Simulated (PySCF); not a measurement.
Excitations are Tamm–Dancoff values on a coarser integration grid. The basis has no diffuse functions, so Rydberg states are missing or too high.

Cartesian coordinates (Å):
```xyz
6

C     -0.9083    -0.1266     0.0334
Si     0.7643     0.1066    -0.0281
H     -1.6106     0.6638    -0.1936
H     -1.3497    -1.0765     0.3023
H      1.7285    -0.9606     0.2786
H      1.3756     1.3934    -0.3926
```
Charge 0, multiplicity 1.

Q: Estimate the LUMO, S1 oscillator strength, dipole moment, hole reorganisation energy (four-point), total energy, adiabatic ionisation energy (no zero-point term), HOMO and brightest of the four lowest singlets (TDA) that PySCF with CAM-B3LYP-D3(BJ)/def2-TZVP returns for this input.

A: 
The LUMO comes out as -0.14 eV, the S1 oscillator strength is 0.360 and the dipole moment is 0.87 D. The hole reorganisation energy (four-point) is 0.316 eV. The total energy is -8978.23 eV and the adiabatic ionisation energy (no zero-point term) comes out as 8.63 eV. The HOMO is -7.85 eV and the brightest of the four lowest singlets (TDA) is 5.63 eV.
